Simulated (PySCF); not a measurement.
A calculated (r2SCAN, PySCF 2.14, x2c-SVPall, scalar relativity by spin-free X2C-1e) atom or ion has these occupied shells.

```json
{"shell": "1s α", "electrons": "1", "orbital energy (eV)": "-10988.8", "rms radius, mean of both spins (bohr)": "0.0542"}
{"shell": "1s β", "electrons": "1", "orbital energy (eV)": "-10988.7", "rms radius, mean of both spins (bohr)": "0.0542"}
{"shell": "2s β", "electrons": "1", "orbital energy (eV)": "-1392.4", "rms radius, mean of both spins (bohr)": "0.227"}
{"shell": "2s α", "electrons": "1", "orbital energy (eV)": "-1392.4", "rms radius, mean of both spins (bohr)": "0.227"}
{"shell": "2p α", "electrons": "3", "orbital energy (eV)": "-1216.4", "rms radius, mean of both spins (bohr)": "0.203"}
{"shell": "2p β", "electrons": "3", "orbital energy (eV)": "-1216.4", "rms radius, mean of both spins (bohr)": "0.203"}
{"shell": "3s α", "electrons": "1", "orbital energy (eV)": "-182.78", "rms radius, mean of both spins (bohr)": "0.670"}
{"shell": "3s β", "electrons": "1", "orbital energy (eV)": "-182.75", "rms radius, mean of both spins (bohr)": "0.670"}
{"shell": "3p α", "electrons": "3", "orbital energy (eV)": "-128.24", "rms radius, mean of both spins (bohr)": "0.701"}
{"shell": "3p β", "electrons": "3", "orbital energy (eV)": "-128.20", "rms radius, mean of both spins (bohr)": "0.701"}
{"shell": "3d α", "electrons": "5", "orbital energy (eV)": "-39.365", "rms radius, mean of both spins (bohr)": "0.830"}
{"shell": "3d β", "electrons": "5", "orbital energy (eV)": "-39.267", "rms radius, mean of both spins (bohr)": "0.830"}
{"shell": "4s α", "electrons": "1", "orbital energy (eV)": "-20.574", "rms radius, mean of both spins (bohr)": "2.18"}
{"shell": "4s β", "electrons": "1", "orbital energy (eV)": "-19.625", "rms radius, mean of both spins (bohr)": "2.18"}
{"shell": "4p α", "electrons": "1", "orbital energy (eV)": "-12.114", "rms radius, mean of both spins (bohr)": "2.77"}
```

Task: Name the element and its charge.

Result: Ge⁺ (germanium, charge +1), in [Ar] 3d10 4s2 4p1, 2P determinant.
